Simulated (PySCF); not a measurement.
**MAs for M along the second period**

PBE0 with double-zeta basis sets in PySCF, for the lowest determinant that a PBE0 search found; no spin–orbit coupling. De refers to high-spin ground-configuration atoms. A positive dipole means M(−)As(+).

| M | basis | state (unpaired electrons) | Re (Å) | ωe (cm⁻¹) | De (eV) | μ (D) |
| --- | --- | --- | --- | --- | --- | --- |
| Li | cc-pVDZ/cc-pVDZ-PP | triplet (π ↑↑) | 2.436 | 432 | 1.56 | -6.17 |
| Be | aug-cc-pVDZ/aug-cc-pVDZ-PP | quartet (σ ↑, π ↑↑) | 2.180 | 527 | 1.39 | -0.09 |
| B | x2c-SVPall | triplet (σ ↑, π ↑) | 1.842 | 839 | 3.15 | 0.20 |
| O | cc-pVDZ-PP/cc-pVDZ | doublet (π ↑) | 1.633 | 1001 | 4.28 | 2.64 |
| F | def2-SVP | triplet (π ↑↑) | 1.750 | 705 | 4.05 | 1.75 |

The shortest bond is that of AsO (1.633 Å), the longest that of LiAs (2.436 Å).

The rows differ in basis set, which adds steps of its own.

The state changes along the series, so neighbouring rows are not always alike in their bonding.

Spin–orbit coupling is left out. States were picked by a PBE0 search and need not be the measured ground states.
